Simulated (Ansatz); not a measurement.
# Strength of the C–Si bond: C2H8SeSi → Se(CH3)(SiH2) + CH3

Species: C2H8SeSi `C[SiH2][Se]C`, singlet; Se(CH3)(SiH2), doublet; CH3 (methyl radical) `[CH3]`, doublet. 

Shapes, held fixed at every level: PBE0-D4/def2-TZVP. Flexible molecules stand in one conformer, not always the lowest. Programs: Ansatz 0.2.0. The zero-point and thermal change to 298 K, harmonic and unscaled (PBE0-D4/def2-TZVP), is -17.1 kJ/mol.

Task: Estimate ΔH(298 K) of this reaction.

Result: The highest level, CCSD(T)/def2-TZVPP, gives ΔH(298 K) = +356.5 kJ/mol; the levels span +334.6 to +403.5. The column of differences is taken from that level and isn't an error. No measured value is set beside it here. Open shells run unrestricted unless RO is named. Relativity is left out for Se unless named. Correlated rows may include outer-core shells of Se, which these sets cover unevenly. Times are processor times on shared x86 and Arm servers, and rough.

| level | kind | ΔH(298 K) (kJ/mol) | less CCSD(T)/def2-TZVPP | CPU time (sum over the molecules) |
| --- | --- | --- | --- | --- |
| SPW92/def2-TZVPP | LDA | +403.5 | +47.0 | 15 s |
| PBE0-D4/def2-TZVPP | global hybrid | +350.6 | -5.9 | 31 s |
| r2SCAN0-D4/def2-TZVPP | global hybrid | +334.6 | -21.9 | 52 s |
| B2PLYP/def2-TZVPP | double hybrid | +346.8 | -9.7 | 45 s |
| MP2/def2-TZVPP | perturbation theory | +372.4 | +15.9 | – |
| CCSD(T)/def2-SVP | coupled cluster or CI | +342.5 | -14.0 | 53 s |
| CCSD/def2-SVP | coupled cluster or CI | +337.2 | -19.3 | – |
| CCSD(T)/def2-TZVPP | coupled cluster or CI | +356.5 | 0.0 | 18 min |
